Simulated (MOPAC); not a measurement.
Input file for MOPAC: PM3 on CH5B (SMILES BC), a point of a torsion scan.

```
PM3 1SCF PRECISE CHARGE=0 THREADS=1
CH5B

B      0.89578196 1     0.07199672 1     0.01631630 1
C     -0.66291456 1    -0.06345372 1     0.03336812 1
H      1.57846265 1    -0.87354336 1    -0.07570411 1
H      1.38793573 1     1.13277622 1     0.06067271 1
H     -1.02981813 1    -1.05238752 1     0.29610563 1
H     -1.01761353 1     0.14295632 1    -0.97902975 1
H     -1.15345117 1     0.66870228 1     0.67144893 1
```

Output:

```
*******************************************************************************
 **                                                                           **
 **                              MOPAC v23.2.5                                **
 **                                                                           **
 *******************************************************************************
 ** MOPAC's Digital Object Identifier: https://doi.org/10.5281/zenodo.6511958 **
 **                                                                           **
 ** Please cite the open-source release paper for use of this MOPAC version:  **
 ** J. E. Moussa and J. J. P. Stewart (2026)                                  **
 ** MOPAC: An open-source semiempirical molecular orbital program             **
 ** J. Open Source Softw., 11(119), 8025, https://doi.org/10.21105/joss.08025 **
 *******************************************************************************

                              PM3 CALCULATION RESULTS

 *******************************************************************************
 *  PM3        - The PM3 Hamiltonian to be used
 *
 *
 *
 *                 CHARGE ON SYSTEM = 0
 *
 *
 *
 *  PRECISE    - TIGHTER CRITERIA TO BE USED
 *  1SCF       - DO 1 SCF AND THEN STOP
 *  THREADS=1  - MULTI-THREADING NOT USED
 *  T=         - A TIME OF 172800.0 SECONDS REQUESTED
 *  DUMP=N     - RESTART FILE WRITTEN EVERY 7200.0 SECONDS REQUESTED
 *******************************************************************************
PM3 1SCF PRECISE CHARGE=0 THREADS=1
 CH5B

   ATOM   CHEMICAL          X               Y               Z
  NUMBER   SYMBOL      (ANGSTROMS)     (ANGSTROMS)     (ANGSTROMS)

     1       B          0.89578196  *   0.07199672  *   0.01631630  *
     2       C         -0.66291456  *  -0.06345372  *   0.03336812  *
     3       H          1.57846265  *  -0.87354336  *  -0.07570411  *
     4       H          1.38793573  *   1.13277622  *   0.06067271  *
     5       H         -1.02981813  *  -1.05238752  *   0.29610563  *
     6       H         -1.01761353  *   0.14295632  *  -0.97902975  *
     7       H         -1.15345117  *   0.66870228  *   0.67144893  *



          CARTESIAN COORDINATES

    NO.       ATOM           X           Y           Z

     1         B          0.8958      0.0720      0.0163
     2         C         -0.6629     -0.0635      0.0334
     3         H          1.5785     -0.8735     -0.0757
     4         H          1.3879      1.1328      0.0607
     5         H         -1.0298     -1.0524      0.2961
     6         H         -1.0176      0.1430     -0.9790
     7         H         -1.1535      0.6687      0.6714

  H: (PM3): J. J. P. STEWART, J. COMP. CHEM. 10, 209 (1989).
  B: (PM3): J. J. P. STEWART, J. MOL. MOD., 10, 155-164 (2004)
  C: (PM3): J. J. P. STEWART, J. COMP. CHEM. 10, 209 (1989).

           Empirical Formula: C H5 B  =     7 atoms



      MOLECULAR POINT GROUP   :   C1


      RHF CALCULATION, NO. OF DOUBLY OCCUPIED LEVELS = 6


 -------------------------------------------------------------------------------
 PM3 1SCF PRECISE CHARGE=0 THREADS=1
 CH5B



     1SCF WAS SPECIFIED, SO BFGS WAS NOT USED
     SCF FIELD WAS ACHIEVED


                              PM3 CALCULATION
                                                       MOPAC v23.2.5 Linux




          FINAL HEAT OF FORMATION =         16.91524 KCAL/MOL =      70.77337 KJ/MOL


          COSMO AREA              =         77.04 SQUARE ANGSTROMS
          COSMO VOLUME            =         58.81 CUBIC ANGSTROMS

          IONIZATION POTENTIAL    =         11.840687 EV
          HOMO LUMO ENERGIES (EV) =        -11.841  0.490
          NO. OF FILLED LEVELS    =          6
          MOLECULAR WEIGHT        =         27.8605         POINT GROUP:  C1

          MOLECULAR DIMENSIONS (Angstroms)

            Atom       Atom       Distance
            H     5    H     4     3.26740
            H     3    H     7     3.05128
            H     6    H     3     1.51703


          SCF CALCULATIONS        =          1





   ATOM   CHEMICAL          X               Y               Z
  NUMBER   SYMBOL      (ANGSTROMS)     (ANGSTROMS)     (ANGSTROMS)

     1       B          0.89578196  *   0.07199672  *   0.01631630  *
     2       C         -0.66291456  *  -0.06345372  *   0.03336812  *
     3       H          1.57846265  *  -0.87354336  *  -0.07570411  *
     4       H          1.38793573  *   1.13277622  *   0.06067271  *
     5       H         -1.02981813  *  -1.05238752  *   0.29610563  *
     6       H         -1.01761353  *   0.14295632  *  -0.97902975  *
     7       H         -1.15345117  *   0.66870228  *   0.67144893  *

                             CARTESIAN COORDINATES

   1    B        0.895781960     0.071996720     0.016316300
   2    C       -0.662914560    -0.063453720     0.033368120
   3    H        1.578462650    -0.873543360    -0.075704110
   4    H        1.387935730     1.132776220     0.060672710
   5    H       -1.029818130    -1.052387520     0.296105630
   6    H       -1.017613530     0.142956320    -0.979029750
   7    H       -1.153451170     0.668702280     0.671448930


           Empirical Formula: C H5 B  =     7 atoms



      MOLECULAR POINT GROUP   :   C1


                  EIGENVALUES
 -31.44007 -20.40198 -15.29512 -14.06335 -12.97242 -11.84069   0.48996   3.80898
   3.98610   4.15167   4.30056   4.49749   4.94683


              NET ATOMIC CHARGES AND DIPOLE CONTRIBUTIONS

  ATOM NO.   TYPE          CHARGE      No. of ELECS.   s-Pop       p-Pop
    1          B          -0.092783        3.0928     1.10249     1.99029
    2          C          -0.174188        4.1742     1.11118     3.06301
    3          H           0.027329        0.9727     0.97267
    4          H           0.024080        0.9759     0.97592
    5          H           0.059620        0.9404     0.94038
    6          H           0.087565        0.9124     0.91243
    7          H           0.068377        0.9316     0.93162
 DIPOLE           X         Y         Z       TOTAL
 POINT-CHG.    -0.579     0.016    -0.145     0.597
 HYBRID        -0.300     0.007    -0.077     0.309
 SUM           -0.878     0.022    -0.221     0.906


          ATOMIC ORBITAL ELECTRON POPULATIONS

     Atom    s        px        py        pz
    1  B   1.10249   0.91088   0.96876   0.11066
    2  C   1.11118   1.03539   1.02453   1.00309
    3  H   0.97267
    4  H   0.97592
    5  H   0.94038
    6  H   0.91243
    7  H   0.93162

 **********************
 *                    *
 * JOB ENDED NORMALLY *
 *                    *
 **********************




 == MOPAC DONE ==
```

The run finished.

Cost: roughly 0.020 core-seconds.
